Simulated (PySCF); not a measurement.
Symmetry of computed structures. Method: PBE0/pcSseg-1 in PySCF (dipole) on a GFN2-xTB geometry, gas phase. The symmetry is that of the one conformer found, every atom within 0.08 Å of its image; none is proved a minimum here.

Q: What symmetry has `[C-:1]#[N+:2][CH:3]1[CH2:4][CH2:5][CH2:6][CH2:7][CH2:8]1` with N2–C3–C4–C5 180°, C3–C4–C5–C6 58°, C4–C5–C6–C7 -58°, C5–C6–C7–C8 57°?

A: Cs; asymmetric top; symmetry number 1; 2 operations, which sort the 19 atoms into 13 sets; dipole 4.21 D, in the ac plane, which is the mirror; A, B, C = 4302, 1497, 1198 MHz; heavy atoms equivalent by symmetry: C4/C8, C5/C7.

Q: `[O:1]=[PH:2]([OH:3])[OH:4]` with O1–P2–O3–H 1°, O1–P2–O4–H 1°: symmetry, top, dipole?

A: Cs; asymmetric top; symmetry number 1; 2 operations, which sort the 7 atoms into 5 sets; dipole 0.75 D, in the bc plane, which is the mirror; A, B, C = 8274, 7659, 4561 MHz; heavy atoms equivalent by symmetry: O3/O4.

Q: What symmetry has `[O:1]=[C:2]([c:3]1[cH:4][cH:5][cH:6][s:7]1)[C:8]([F:9])([F:10])[F:11]` with O1–C2–C3–C4 180° (2-(trifluoroacetyl)thiophene)?

A: Cs; asymmetric top; symmetry number 1; 2 operations, which sort the 14 atoms into 13 sets; dipole 4.50 D, in the ab plane, which is the mirror; A, B, C = 2034, 666.4, 550.1 MHz; heavy atoms equivalent by symmetry: F10/F11.

Q: Point group, rotor type and polarity of `[F:1][C:2]([F:3])([F:4])[c:5]1[cH:6][o:7][cH:8][cH:9][c:10]1=[S:11]`?

A: Cs; asymmetric top; symmetry number 1; 2 operations, which sort the 14 atoms into 13 sets; dipole 5.34 D, in the ab plane, which is the mirror; A, B, C = 1334, 932.5, 607.1 MHz; heavy atoms equivalent by symmetry: F1/F3.
